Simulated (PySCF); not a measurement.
Ge(H)(F)2(OH) (F2GeH2O), SMILES [F][GeH]([F])[OH].

The structure is a stationary point at B3LYP-D3(BJ)/def2-SVP. One conformer was computed; it need not be the lowest.

These are B3LYP-D3(BJ)/def2-SVP (PySCF) values and carry that method's errors.

Frequencies are harmonic and unscaled.

Q: List the normal modes with their intensities. (An estimate is asked for; the answer gives what the named calculation found.)

A: 
```
mode  ν (cm⁻¹)  IR (km/mol)  Raman (Å⁴/amu)  depolarisation  moving atoms (share of kinetic energy)
----  --------  -----------  --------------  --------------  --------------------------------------
1          165         43.7             2.7            0.75                   H 65 %, F 22 %, O 9 %
2          239         19.2             0.9            0.73                  F 79 %, Ge 11 %, O 8 %
3          271         51.8             1.4            0.69                 F 43 %, Ge 31 %, O 19 %
4          279        113.0             0.7            0.75                  O 45 %, H 30 %, F 18 %
5          710         27.3             7.6            0.24                  H 42 %, F 37 %, O 13 %
6          719         21.9            10.0            0.30                          H 53 %, F 36 %
7          725         34.7            12.6            0.75                                  H 95 %
8          739         93.8             1.7            0.75                         F 75 %, Ge 25 %
9          762        129.3             3.3            0.36                 O 64 %, Ge 23 %, F 12 %
10         904        104.5             5.4            0.74                           H 90 %, O 8 %
11        2252         45.0           124.2            0.19                                  H 99 %
12        3832        104.5            91.3            0.28                                  H 94 %
```
